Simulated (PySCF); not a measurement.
Isomers of C5H10FN3Si, mass 159.063 u with the commonest isotopes. The calculation used PBE0/pcSseg-1 in PySCF (dipole) on a GFN2-xTB geometry, gas phase. One conformer each, none proved a minimum here; rigid rotors.

Question: Order these by rotational constant C, largest first.
A. `C[Si](C)(c1n[nH]c(n1)F)C`
B. `[N:1]#[C:2][CH2:3][Si@@H:4]1[NH:5][CH2:6][C@H:7]([CH2:8][F:9])[NH:10]1` with C2–C3–Si4–N5 169°, C6–C7–C8–F9 69°, C3–Si4–N5–C6 -143°, Si4–N5–C6–C7 37°, N5–C6–C7–C8 85°, C6–C7–N10–Si4 20°
C. `[CH3:1][NH:2][SiH2:3][n:4]1[c:5]([F:6])[cH:7][n:8][c:9]1[CH3:10]` with C1–N2–Si3–N4 175°, N2–Si3–N4–C5 123°
D. `C[Si](C)(C)n1ncc(F)n1`

Answer: D (642.5 MHz), C (620.9 MHz), A (595.7 MHz), B (554.3 MHz).

Question: Order these by rotational constant A, smallest first.
A. `C[Si](C)(C)n1ncc(F)n1`
B. `[N:1]#[C:2][CH2:3][Si@@H:4]1[NH:5][CH2:6][C@H:7]([CH2:8][F:9])[NH:10]1` with C2–C3–Si4–N5 169°, C6–C7–C8–F9 69°, C3–Si4–N5–C6 -143°, Si4–N5–C6–C7 37°, N5–C6–C7–C8 85°, C6–C7–N10–Si4 20°
C. `[CH3:1][NH:2][SiH2:3][n:4]1[c:5]([F:6])[cH:7][n:8][c:9]1[CH3:10]` with C1–N2–Si3–N4 175°, N2–Si3–N4–C5 123°
D. `[CH3:1][NH:2][SiH2:3][n:4]1[cH:5][n:6][cH:7][c:8]1[CH2:9][F:10]` with C1–N2–Si3–N4 -63°, N2–Si3–N4–C5 -20°, C7–C8–C9–F10 -126°

Answer: D (1616 MHz), C (1792 MHz), A (2083 MHz), B (2177 MHz).

Question: Order these by rotational constant B, largest first.
A. `[N:1]#[C:2][CH2:3][Si@@H:4]1[NH:5][CH2:6][C@H:7]([CH2:8][F:9])[NH:10]1` with C2–C3–Si4–N5 169°, C6–C7–C8–F9 69°, C3–Si4–N5–C6 -143°, Si4–N5–C6–C7 37°, N5–C6–C7–C8 85°, C6–C7–N10–Si4 20°
B. `C[Si](C)(C)N1N=CC(F)=N1`
C. `C[Si](C)(C)c1n[nH]c(F)n1`
D. `[CH3:1][NH:2][SiH2:3][n:4]1[cH:5][n:6][cH:7][c:8]1[CH2:9][F:10]` with C1–N2–Si3–N4 -63°, N2–Si3–N4–C5 -20°, C7–C8–C9–F10 -126°
E. `[CH3:1][NH:2][SiH2:3][n:4]1[c:5]([F:6])[cH:7][n:8][c:9]1[CH3:10]` with C1–N2–Si3–N4 175°, N2–Si3–N4–C5 123°

Answer: D (918.2 MHz), E (848.5 MHz), B (708.5 MHz), C (649.3 MHz), A (622.7 MHz).

| SMILES | point group | Ia (u·Å²) | Ib (u·Å²) | Ic (u·Å²) | κ | μa (D) | μb (D) | μc (D) |
| --- | --- | --- | --- | --- | --- | --- | --- | --- |
| N#CC[Si@@H]1NC[C@H](CF)N1 | C1 | 232.17 | 811.60 | 911.77 | -0.92 | 1.98 | 2.56 | 1.29 |
| CN[SiH2]n1c(F)cnc1C | C1 | 281.96 | 595.63 | 813.95 | -0.61 | 4.15 | 0.41 | 0.33 |
| C[Si](C)(C)n1ncc(F)n1 | Cs | 242.63 | 713.29 | 786.57 | -0.91 | 2.28 | 0.55 | 0.00 |
| C[Si](C)(C)c1n[nH]c(F)n1 | near Cs | 236.51 | 778.32 | 848.39 | -0.93 | 0.76 | 1.59 | 0.01 |
| CN[SiH2]n1cncc1CF | C1 | 312.82 | 550.41 | 798.12 | -0.42 | 2.52 | 2.24 | 1.59 |
